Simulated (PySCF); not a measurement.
H₆BN, charge +1, doublet, geometry from GFN2-xTB (a state made from the parent by changing its charge; the spin is typed, not shown lowest). Base run: B3LYP/6-31G (PySCF).

The PySCF input:
```python
from pyscf import gto, scf, dft, solvent

mol = gto.Mole()
mol.atom = '''
    B    -0.85051203    0.06525178   -0.06216762
    N     0.70357850   -0.08009044    0.02427321
    H    -1.30954677   -0.64628740   -0.87230335
    H    -1.20459559    1.22132277   -0.09425435
    H    -1.37603601    0.05512166    1.02715637
    H     0.95331946   -1.04940407    0.24390669
    H     1.13826137    0.52765231    0.72274386
    H     1.12610821    0.12596886   -0.88632359
'''
mol.basis = '6-31g'
mol.charge = 1
mol.spin = 1
mol.verbose = 4
mol.build()

mf = dft.UKS(mol)
mf.xc = 'b3lyp'
mf.kernel()
mf.analyze()
```

Variants of this job, named by their change:

```json
[
 {"change": "base", "ΔE vs base (kcal/mol)": "0.000"},
 {"change": "model = C-PCM; solvent = dimethylsulfoxide", "ΔE vs base (kcal/mol)": "-70.8"},
 {"change": "model = IEF-PCM; solvent = dimethylsulfoxide; vdw_scale = 1.1", "ΔE vs base (kcal/mol)": "-76.8"},
 {"change": "model = IEF-PCM; solvent = dimethylsulfoxide; vdw_scale = 1.0", "ΔE vs base (kcal/mol)": "-84.5"},
 {"change": "model = IEF-PCM; solvent = dimethylsulfoxide; vdw_scale = 1.4", "ΔE vs base (kcal/mol)": "-61.62"},
 {"change": "model = IEF-PCM; solvent = toluene", "ΔE vs base (kcal/mol)": "-41.42"},
 {"change": "model = IEF-PCM; solvent = dimethylsulfoxide", "ΔE vs base (kcal/mol)": "-70.8"},
 {"change": "model = IEF-PCM; solvent = 2-propanol", "ΔE vs base (kcal/mol)": "-68.5"},
 {"change": "model = SS(V)PE; solvent = dimethylsulfoxide", "ΔE vs base (kcal/mol)": "-66.9"},
 {"change": "model = IEF-PCM; solvent = n-hexane", "ΔE vs base (kcal/mol)": "-33.45"},
 {"change": "model = ddCOSMO; solvent = dimethylsulfoxide", "ΔE vs base (kcal/mol)": "-65.2"},
 {"change": "model = COSMO; solvent = dimethylsulfoxide", "ΔE vs base (kcal/mol)": "-70.1"}
]
```

The base is the gas phase, so ΔE is the electrostatic part of solvation at a fixed geometry, without cavity and dispersion terms.

Open shells are given as the SCF converged; they aren't shown to be the lowest states, and a large step between rows can be another state.
